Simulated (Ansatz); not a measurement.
Cost and result up the ladder for NbSeBr3 (5 atoms). Total charge 0; singlet. Geometry: PBE0-D4/def2-SVP.

```csv
atom,x (Å),y (Å),z (Å)
Nb1,0.0001,-0.0009,0.0003
Se2,-0.2174,2.1249,-0.7055
Br3,1.5525,-0.0204,1.8492
Br4,0.8396,-1.3187,-1.8402
Br5,-2.1747,-0.7849,0.6963
```

Ansatz on 2 threads of AMD EPYC 7R13 on a shared host. Times are rough, and most runs start from the orbitals of an earlier one. No level here is sound enough to serve as a yardstick. Binding counts from free atoms at the same level (Nb sextet, Se triplet, Br doublet; other spins of the atoms weren't run), without zero-point energy or a counterpoise term.

In the def2 sets Nb takes a core potential; there is no spin–orbit coupling. Correlated methods freeze 36 core orbitals; core or outer-core shells of Nb, Se, Br are correlated, in sets that lack core-valence functions.

Run but left out: HF/STO-3G, BHLYP-D4/def2-TZVP (restricted singlet, unstable in another Hartree–Fock run and untested here); MP2/def2-TZVP, CCSD(T)/def2-SVP (restricted singlet, unstable towards broken spin symmetry).

Correlated methods converge slowly with the basis.

| level | functions | binding energy per atom (eV) | remarks |
| --- | --- | --- | --- |
| ωB97X-V/def2-TZVPD | 268 | 3.41 | restricted SCF unstable in HF |
| PBE-D4/def2-TZVPD | 268 | 3.63 | restricted SCF unstable in HF |
| revPBE-D4/def2-TZVP | 232 | 3.49 | restricted SCF unstable in HF |
| ωB97X-V/def2-TZVP | 232 | 3.41 | restricted SCF unstable in HF |
| RPA@PBE/def2-TZVP | 232 | 3.10 | – |
| PBE0-D4/def2-SVP | 159 | 3.42 | restricted SCF unstable in HF |
| PBE0-D4/def2-TZVP | 232 | 3.40 | restricted SCF unstable in HF |
| PBE-D4/def2-TZVP (with forces) | 232 | 3.64 | – |
| PBE0-D4/def2-TZVPD | 268 | 3.40 | restricted SCF unstable in HF |
| r2SCAN-D4/def2-TZVP | 232 | 3.51 | restricted SCF unstable in HF |
| PBE-D4/def2-SVP | 159 | 3.68 | restricted SCF unstable in HF |

Estimate how long each takes.

PBE-D4/def2-SVP 3.3 s; revPBE-D4/def2-TZVP 5.5 s; PBE0-D4/def2-SVP 7 s; PBE-D4/def2-TZVP (with forces) 7.5 s; PBE-D4/def2-TZVPD 9 s; r2SCAN-D4/def2-TZVP 13 s; RPA@PBE/def2-TZVP 14 s; PBE0-D4/def2-TZVP 16 s; PBE0-D4/def2-TZVPD 19 s; ωB97X-V/def2-TZVP 30 s; ωB97X-V/def2-TZVPD 43 s. On shared hardware such times vary by a factor of up to 3.
